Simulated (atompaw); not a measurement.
Plane-wave convergence, PAW (atompaw) potential for Hg

```
Element                 : Hg
Generator               : atompaw 4.2.0.5
Type                    : PAW
Functional              : PBEsol
Relativity              : scalar-relativistic
Frozen core             : [Xe] 4f14 5d10
Valence charge          : 2
Reference configuration : 6s1 6p0 (charge +1)
Partial waves           : 6s (bound): rc 2.40 bohr; 6s channel at 2.4 Ry: rc 2.90 bohr; 6p (bound, empty): rc 2.90 bohr; 6p channel at 3.7 Ry: rc 2.90 bohr; 6d channel at 0.05 Ry: rc 2.90 bohr
Local potential         : bessel scheme, radius 2.85 bohr
Core correction         : smooth core density matched at 2.65 bohr
Augmentation charge     : sinc compensation charge, radius 2.15 bohr; PAW radius 2.90 bohr; waves and projectors: custom polynom2 7 10 vanderbiltortho
```

The pseudo-atom Hamiltonian at the reference potential is diagonalised in spherical Bessel functions j_l(qr) that vanish at 20 bohr, with q² up to the cutoff. All-electron valence levels (Ry): 6s -1.0850, 6p -0.5427.

How do the lowest levels (Ry) of each channel move with the cutoff, and are there ghosts?

| cutoff (Ry) | s #1 | p #1 | d #1 | f #1 | Σ f·Δε (mRy) |
| --- | --- | --- | --- | --- | --- |
| 8 | -1.0846 | -0.5414 | -0.1577 | -0.0499 | 0.4 |
| 10 | -1.0847 | -0.5420 | -0.1577 | -0.0499 | 0.3 |
| 12 | -1.0847 | -0.5421 | -0.1578 | -0.0499 | 0.2 |
| 400 | -1.0850 | -0.5427 | -0.1578 | -0.0499 | 0.0 |

Result: no extra level below or beside the all-electron valence levels (s, p, d, f tested); 10 mRy is reached at 6 Ry and 1 mRy at 8 Ry.
